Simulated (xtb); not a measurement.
C₂H₃N, charge +1, doublet, from a rough starting geometry (a state made from the parent by changing its charge; the spin is typed, not shown lowest); GFN2-xTB (xtb).

Input for xtb:
```
$ xtb mol.xyz --gfn 2 --chrg 1 --uhf 1 --opt vtight --json

# file mol.xyz
6

C     -0.50244501    -0.03942349     0.01212620
C      0.94462608    -0.03811391    -0.00772376
N      2.09191322    -0.04309587     0.01367298
H     -0.89686794    -0.72012118    -0.71020138
H     -0.91324581    -0.21360747     0.99447019
H     -0.86026186     1.01738207    -0.31846127
```

Task: Predict the main parts of the log of this xtb run.

Result: 
```
   ID    Z sym.   atoms
    1    6 C      1, 2
    2    7 N      3
    3    1 H      4-6

           -------------------------------------------------
          |                Calculation Setup                |
           -------------------------------------------------

           -------------------------------------------------
          |                 G F N 2 - x T B                 |
           -------------------------------------------------

          ...................................................
          :                      SETUP                      :
          :.................................................:
          :  # basis functions                  15          :
          :  # atomic orbitals                  15          :
          :  # shells                            9          :
          :  # electrons                        15          :
          :  max. iterations                   250          :
          :  Hamiltonian                  GFN2-xTB          :
          :  restarted?                      false          :
          :  GBSA solvation                  false          :
          :  PC potential                    false          :
          :  electronic temp.          300.0000000     K    :
          :  accuracy                    1.0000000          :
          :  -> integral cutoff          0.2500000E+02      :
          :  -> integral neglect         0.1000000E-07      :
          :  -> SCF convergence          0.1000000E-05 Eh   :
          :  -> wf. convergence          0.1000000E-03 e    :
          :  Broyden damping             0.4000000          :
          :  net charge                          1          :
          :  unpaired electrons                  1          :
          ...................................................

 iter      E             dE          RMSdq      gap      omega  full diag
   1     -8.0648891 -0.806489E+01  0.779E+00    6.15       0.0  T
   2     -7.9134896  0.151400E+00  0.842E+00    6.02       1.0  T
   3     -8.2433615 -0.329872E+00  0.394E+00    6.66       1.0  T
   4     -8.1789612  0.644003E-01  0.405E+00    5.77       1.0  T
   5     -8.2625984 -0.836372E-01  0.983E-01    6.39       1.0  T
   6     -8.2613256  0.127279E-02  0.832E-01    6.38       1.0  T
   7     -8.2565974  0.472823E-02  0.133E+00    6.35       1.0  T
   8     -8.2635601 -0.696268E-02  0.516E-01    6.40       1.0  T
   9     -8.2639731 -0.413021E-03  0.358E-01    6.41       1.0  T
[...]
 * total energy  :    -8.0767534 Eh     change        0.2063963E-01 Eh
 * total energy  :    -8.0961160 Eh     change       -0.1936267E-01 Eh
 * total energy  :    -8.0968379 Eh     change       -0.7218651E-03 Eh
 * total energy  :    -8.0976467 Eh     change       -0.8087789E-03 Eh
 * total energy  :    -8.0977207 Eh     change       -0.7402011E-04 Eh
 * total energy  :    -8.0977661 Eh     change       -0.4538619E-04 Eh
 * total energy  :    -8.0977989 Eh     change       -0.3285503E-04 Eh
 * total energy  :    -8.0978093 Eh     change       -0.1037379E-04 Eh
 * total energy  :    -8.0978209 Eh     change       -0.1159094E-04 Eh
 * total energy  :    -8.0978242 Eh     change       -0.3297607E-05 Eh
 * total energy  :    -8.0978248 Eh     change       -0.5485001E-06 Eh
 * total energy  :    -8.0978248 Eh     change       -0.3289912E-07 Eh
   *** GEOMETRY OPTIMIZATION CONVERGED AFTER 19 ITERATIONS ***
         :: total energy              -8.097824792771 Eh    ::
[...]
                  HL-Gap            0.2282997 Eh            6.2124 eV
             Fermi-level           -0.6789706 Eh          -18.4757 eV

     #   Z          covCN         q      C6AA      α(0)
     1   6 C        3.748    -0.092    22.317     6.738
     2   6 C        1.891     0.196    26.470     8.309
     3   7 N        0.911     0.157    18.595     6.237
     4   1 H        0.922     0.247     0.890     1.475
     5   1 H        0.922     0.247     0.890     1.475
     6   1 H        0.922     0.245     0.897     1.481

 Mol. C6AA /au·bohr⁶  :        288.595638
 Mol. C8AA /au·bohr⁸  :       6897.701851
 Mol. α(0) /au        :         25.715657

Wiberg/Mayer (AO) data.
largest (>0.10) Wiberg bond orders for each atom

 ---------------------------------------------------------------------------
     #   Z sym  total        # sym  WBO       # sym  WBO       # sym  WBO
 ---------------------------------------------------------------------------
     1   6 C    3.858 --     2 C    1.139     6 H    0.822     5 H    0.822
                             4 H    0.822     3 N    0.253
     2   6 C    3.923 --     3 N    2.702     1 C    1.139
     3   7 N    3.159 --     2 C    2.702     1 C    0.253
     4   1 H    0.934 --     1 C    0.822
     5   1 H    0.934 --     1 C    0.822
     6   1 H    0.929 --     1 C    0.822
 ---------------------------------------------------------------------------

Topologies differ in total number of bonds
Writing topology from bond orders to xtbtopo.mol

molecular dipole:
                 x           y           z       tot (Debye)
 q only:       -0.179      -0.000      -0.009
   full:       -0.299      -0.113       0.025       0.816
molecular quadrupole (traceless):
                xx          xy          yy          xz          yz          zz
 q only:        3.382      -0.280      -1.852       0.084       0.108      -1.529
  q+dip:        3.800      -0.767      -2.079       0.233       0.122      -1.721
   full:        2.388      -0.852      -1.266       0.260       0.050      -1.122

optimized geometry written to: xtbopt.xyz

           -------------------------------------------------
          | TOTAL ENERGY               -8.097824792771 Eh   |
          | GRADIENT NORM               0.000073634505 Eh/α |
          | HOMO-LUMO GAP               6.212350309458 eV   |
           -------------------------------------------------

normal termination of xtb
```
